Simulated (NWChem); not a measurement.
Molecule: C₄H₅NS; SMILES Cc1cncs1

Results from NWChem. Medium grid unless said otherwise, to which SCAN and Minnesota functionals are sensitive. The geometry was optimised at B3LYP/6-31G* (spherical d). Total energies of different functionals are on different scales.

| level | energy (Ha) | highest occupied level (eV) | orbital gap (eV) | dipole (D) |
|---|---|---|---|---|
| PBE/def2-TZVP | -608.0309 | [?] | [?] | 1.99 |
| B3LYP/def2-TZVP | -608.4800 | -6.81 | 5.83 | 2.03 |
| CAM-B3LYP/def2-TZVP | -608.3549 | -8.27 | 8.60 | 2.06 |
| M06-2X/def2-TZVP | -608.3517 | -8.13 | 8.24 | 2.04 |
| r2SCAN/def2-TZVP | -608.3153 | -6.16 | 4.64 | 2.00 |
| Hartree-Fock/def2-TZVP | -606.4335 | -9.07 | 11.95 | 1.92 |

**Question.** What belongs in the gaps?

**Answer.** 
- PBE/def2-TZVP, highest occupied level (eV): -6.00
- PBE/def2-TZVP, orbital gap (eV): 4.33
